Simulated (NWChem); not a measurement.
# CH4BClOS; SMILES O(C)B(S)Cl

```xyz
9

B     -0.1317    -0.1521     0.0685
Cl    -0.3559    -1.9019     0.3159
O     -1.2077     0.6313     0.2443
C     -1.1859     2.0500     0.0824
H     -0.9035     2.3193    -0.9412
H     -2.1946     2.4129     0.2879
H     -0.4832     2.5098     0.7859
S      1.4961     0.5436    -0.4045
H      2.1699    -0.6220    -0.4401
```
Atoms are numbered in this order, from 1.

Level: B3LYP/6-31G* (spherical d) (NWChem), optimised geometry, unscaled harmonic frequencies. B3LYP is NWChem's, with the RPA form of VWN correlation.

```json
[
 {"frequency (cm⁻¹)": "86", "IR intensity (km/mol)": "0.0"},
 {"frequency (cm⁻¹)": "155", "IR intensity (km/mol)": "6.6"},
 {"frequency (cm⁻¹)": "189", "IR intensity (km/mol)": "3.9"},
 {"frequency (cm⁻¹)": "256", "IR intensity (km/mol)": "1.6"},
 {"frequency (cm⁻¹)": "344", "IR intensity (km/mol)": "25.5"},
 {"frequency (cm⁻¹)": "387", "IR intensity (km/mol)": "7.1"},
 {"frequency (cm⁻¹)": "514", "IR intensity (km/mol)": "11.6"},
 {"frequency (cm⁻¹)": "516", "IR intensity (km/mol)": "8.0"},
 {"frequency (cm⁻¹)": "804", "IR intensity (km/mol)": "37.9"},
 {"frequency (cm⁻¹)": "987", "IR intensity (km/mol)": "339.0"},
 {"frequency (cm⁻¹)": "1028", "IR intensity (km/mol)": "5.3"},
 {"frequency (cm⁻¹)": "1186", "IR intensity (km/mol)": "0.5"},
 {"frequency (cm⁻¹)": "1210", "IR intensity (km/mol)": "10.0"},
 {"frequency (cm⁻¹)": "1375", "IR intensity (km/mol)": "505.0"},
 {"frequency (cm⁻¹)": "1519", "IR intensity (km/mol)": "0.9"},
 {"frequency (cm⁻¹)": "1531", "IR intensity (km/mol)": "7.9"},
 {"frequency (cm⁻¹)": "1531", "IR intensity (km/mol)": "53.4"},
 {"frequency (cm⁻¹)": "2713", "IR intensity (km/mol)": "2.2"},
 {"frequency (cm⁻¹)": "3054", "IR intensity (km/mol)": "30.5"},
 {"frequency (cm⁻¹)": "3124", "IR intensity (km/mol)": "22.9"},
 {"frequency (cm⁻¹)": "3162", "IR intensity (km/mol)": "22.7"}
]
```

The zero-point energy comes out as 36.7 kcal/mol and the thermal correction to the enthalpy at 298.15 K (with zero-point energy) is 41.4 kcal/mol. The heat capacity Cv is 21.1 cal/(mol K) and the entropy at 298.15 K and 1 atm (symmetry number 1) is 81.8 cal/(mol K). The dipole moment is 1.98 D.

Rigid rotor and harmonic oscillator; modes under 100 cm⁻¹ make the entropy uncertain.
